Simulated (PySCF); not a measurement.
Species: C₅H₁₀O₂Si.
SMILES with atom numbers: `[CH2:1]=[CH:2][CH2:3][CH2:4][C:5](=[O:6])[O:7][SiH3:8]` (hydrogens: H9, H10 on C1; H11 on C2; H12, H13 on C3; H14, H15 on C4; H16, H17, H18 on Si8)

Cartesian coordinates in Å at the PBE0-D3(BJ)/def2-SVP level; atoms count from 1:
```xyz
18
C5H10O2Si angstrom
C     -1.467    1.490   -1.215
C     -1.503    0.678   -0.157
C     -1.067   -0.756   -0.159
C      0.298   -0.945    0.497
C      1.426   -0.429   -0.354
O      1.383   -0.286   -1.552
O      2.537   -0.166    0.340
Si     3.883    0.399   -0.573
H     -1.778    2.535   -1.142
H     -1.113    1.135   -2.187
H     -1.844    1.077    0.808
H     -1.805   -1.370    0.382
H     -1.016   -1.134   -1.192
H      0.508   -2.016    0.666
H      0.359   -0.467    1.486
H      4.920    0.607    0.472
H      3.554    1.685   -1.241
H      4.325   -0.638   -1.542
```

The closed-shell ground state was solved at several levels (PySCF, density fitting, gas phase, non-relativistic).

| level | basis functions | total energy (Eh) | HOMO (eV) | LUMO (eV) | gap (eV) | dipole (D) |
| --- | --- | --- | --- | --- | --- | --- |
| CAM-B3LYP/def2-SVPD | 250 | -636.0331 | -8.84 | 0.86 | 9.70 | 1.61 |
| CAM-B3LYP/pcSseg-1 | 193 | -636.3200 | -8.81 | 1.14 | 9.95 | 1.51 |

(1) What might PBE0/pcSseg-1 (193 basis functions) give for the same quantities?

(2) Over all these levels, which gives the widest orbital gap and which the narrowest?

(3) How far do the dipole and the HOMO energy spread over the levels?

Results:

(1) Total energy -635.9453 Eh, HOMO -7.48 eV, LUMO -0.04 eV, gap 7.44 eV, dipole 1.51 D.

(2) CAM-B3LYP/pcSseg-1 (range-separated hybrid) has the widest, 9.95 eV, and PBE0/pcSseg-1 (global hybrid, 25 % exact exchange) the narrowest, 7.44 eV. The two share the basis. From the narrowest to the widest the HOMO moves by -1.33 eV and the LUMO by +1.18 eV.

(3) The dipole runs from 1.51 to 1.61 D (mean 1.54 D) and the HOMO from -8.84 to -7.48 eV.

One conformer stands for the species.
